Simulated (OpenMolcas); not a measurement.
Xe3+: effect of the level shift or regulariser

| Quantity | Value |
| --- | --- |
| Program | OpenMolcas 26.06 |
| Basis | ANO-RCC-VDZP [6s5p3d1f] |
| Scalar Hamiltonian | DKH2, point nucleus |
| Active space | 3 electrons in 3 orbitals (5p) |
| State averaging | 2S+1 = 4 odd, 1 root; 2S+1 = 2 odd, 8 roots |
| Spin-orbit coupling | RASSI with atomic mean-field integrals over the reference wave functions, term energies averaged over their components |

Methods on the same reference wave functions:
A. CASSCF
B. SS-CASPT2, IPEA 0.25 Eh, imaginary shift 0.1 Eh (closed shells correlated: 4d 5s)
C. SS-CASPT2, IPEA 0.25 Eh, real shift 0.2 Eh (closed shells correlated: 4d 5s)

Energies in cm⁻¹ above 5s² 5p³ ⁴S°_3/2, the measured ground level; measured values from Saloman, J. Phys. Chem. Ref. Data 33, 765 (2004).

```json
{"Level": "5s² 5p³ ⁴S°_3/2", "A": "0.0", "B": "0.0", "C": "0.0", "Measured": "0.0"}
{"Level": "5s² 5p³ ²D°_3/2", "A": "16991", "B": "15710", "C": "15730", "Measured": "13267"}
{"Level": "5s² 5p³ ²D°_5/2", "A": "21236", "B": "20080", "C": "20090", "Measured": "17511"}
{"Level": "5s² 5p³ ²P°_1/2", "A": "33611", "B": "31090", "C": "31130", "Measured": "28036"}
{"Level": "5s² 5p³ ²P°_3/2 [75 %]", "A": "40433", "B": "38310", "C": "38330", "Measured": "35650"}
```

Deviations, from unrounded energies. A percentage is the sum of absolute deviations over the sum of measured energies, with the sign that they share, or ± where signs differ.

```csv
Against measurement,Levels,A,B,C
mean absolute deviation (cm-1),4,4500,2700,2700
other terms of the ground configuration (%),4,+18.9,+11.4,+11.5
```

B, C lie about equally close to measurement and A furthest from it. The largest miss of B in the table is 5s² 5p³ ²P°_1/2, by +3100 cm-1. The ranking rests on the paired levels alone, and a cruder setting can come out closer through cancelling errors.

Between B and C the level of the table that moves most is 5s² 5p³ ²P°_1/2, by 32 cm-1 (lowest in B, highest in C). Moves below CASPT2's spread within the term are not significant.

The mean deviations of B to C differ by less than CASPT2's widest spread within a term (190 cm-1), so their order carries little weight.

From A to B the spin-free energies of the other terms of 5s² 5p³ shown, above ⁴S°, scale by factors of 0.91 to 0.92.

The lowest spin-free term lies below A's lowest term by 0.410 hartree in B, 0.409 hartree in C.

CASPT2 does not keep the components of a term degenerate, so their means are used; among the terms shown or strongly mixed into the levels shown the widest spread is 190 cm-1 (5s² 5p³ ²D°, B). With the s shell closed, the reference lacks s² → p² mixing. The basis is small and was not contracted for so high a charge. Some terms miss by over 15 % even with CASPT2, which points to a basis or an active space too small for the shells correlated (holds for B; C). Measured partners are found by configuration, term and J. A level has none where our copy of the source lacks it or the pairing is in doubt (some pairs that miss far off the trend of their configuration count as doubtful), and it then counts in no deviation. Levels of configurations outside the active space are missing.

A share in square brackets marks a mixed level and gives the weight of the term that names it, the lowest over the columns. ° marks odd parity.
